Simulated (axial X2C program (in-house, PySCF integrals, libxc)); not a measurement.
How the levels of FTcF⁺ (d4 s0 p(π)0 orbitals) move with the bond length

Calculated with an in-house all-electron X2C program for linear molecules (integrals from PySCF): two-component X2C with atomic mean-field Coulomb and Gaunt terms, basis F dyall-v3z, Tc dyall-v3z (cores contracted in-house). Orbitals come from Hartree–Fock averaged over the configuration Tc d4 s0 p(π)0; CI then distributes these electrons over the d, s, p(π) shells of Tc.

At F–Tc–F held linear, both bonds 1.833 Å:

```
Ω  energy (cm⁻¹)    g∥  configuration
0              0  0.00        100% d4
1             22  4.00        100% d4
2             83  7.99        100% d4
1           7657  5.99        100% d4
0           7824  0.00        100% d4
0           7845  0.00        100% d4
1           8041  2.00        100% d4
2           8262  5.99        100% d4
3           8488  9.97        100% d4
3          10852  6.02        100% d4
4          10866  9.99        100% d4
2          10974  5.85        100% d4
2          11312  2.16        100% d4
1          12028  2.00        100% d4
```

g∥ is the magnitude of 2⟨Lz + ge Sz⟩ for the +Ω component. The lowest 14 levels at most are listed.

At F–Tc–F held linear, both bonds 1.769 Å:

| Ω | energy (cm⁻¹) | g∥ | configuration |
| --- | --- | --- | --- |
| 0 | 0 | 0.00 | 100% d4 |
| 1 | 20 | 4.00 | 100% d4 |
| 2 | 73 | 7.98 | 100% d4 |
| 1 | 6601 | 5.99 | 100% d4 |
| 0 | 6762 | 0.00 | 100% d4 |
| 0 | 6786 | 0.00 | 100% d4 |
| 1 | 6976 | 2.01 | 100% d4 |
| 2 | 7194 | 5.99 | 100% d4 |
| 3 | 7422 | 9.96 | 100% d4 |
| 2 | 8924 | 5.93 | 100% d4 |
| 3 | 8981 | 6.04 | 100% d4 |
| 4 | 8996 | 10.00 | 100% d4 |
| 2 | 9432 | 2.08 | 100% d4 |
| 1 | 9972 | 2.00 | 100% d4 |

The lowest level lies 1600 cm⁻¹ above the lowest at the first distance.

Task: How does the gap from the lowest to the fifth level change between the two distances?

Result: From 7824 to 6762 cm⁻¹, a factor of 0.86.

Dynamic correlation is missing, so gaps between terms are too wide and other configurations may lie lower; the lowest level listed is that of this model, not necessarily the ground state. For d shells the ligand-field splittings (σ, π, δ) and their order can be off by a thousand cm⁻¹ or more. At most 4 roots were kept for each Ω > 0 (twice that for Ω = 0) within 3.2 eV of the lowest, so higher up levels can be missing between those listed; levels with Ω > 0 are doubly degenerate and listed once, Ω = 0 levels singly. Some active spinors are only partly of the character that their shell is named for, so the shell names and counts are nominal. States that fill the shells left empty in the average are placed too high. The molecule was held linear; bending was not examined.
